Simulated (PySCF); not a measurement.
Constitutional and geometric isomers with formula C3H5N. All species are isolated molecules in the gas phase. One relaxed conformer stands for each flexible species; it need not be the lowest. Strings in code marks are SMILES.

Level of theory: PySCF with PBE0-D4/def2-TZVP. Excitations are Tamm–Dancoff values on a coarser integration grid. The basis has no diffuse functions, so Rydberg states are missing or too high.

| species | T1 excitation (TDA) (eV) | brightest of the four lowest singlets (TDA) (eV) |
|---|---|---|
| `C=C=NC` | ___ | 6.59 |
| `[H]/N=C\C=C` (C–C–C–N torsion 180°) | 3.50 | ___ |
| `C1CC=1N` | ___ | 6.77 |
| `CC#CN` | 5.34 | – |
| `C=C=CN` | 4.05 | ___ |
| `CC=C=N` | 4.04 | 7.11 |
| `C1NC=C1` | 3.92 | 6.51 |
| `N(=C)C=C` (C–C–N–C torsion 180°) | 3.30 | 6.20 |
| `C#CNC` | 5.03 | – |
| `N=C1CC1` | 4.11 | – |
| `CCC#N` | 6.37 | – |
| `NC1C=C1` | 4.30 | – |

### Question
What belongs in the gaps?

### Answer

- `C=C=NC`, T1 excitation (TDA) (eV): 4.34
- `[H]/N=C\C=C` (C–C–C–N torsion 180°), brightest of the four lowest singlets (TDA) (eV): 6.86
- `C1CC=1N`, T1 excitation (TDA) (eV): 4.31
- `C=C=CN`, brightest of the four lowest singlets (TDA) (eV): 6.82
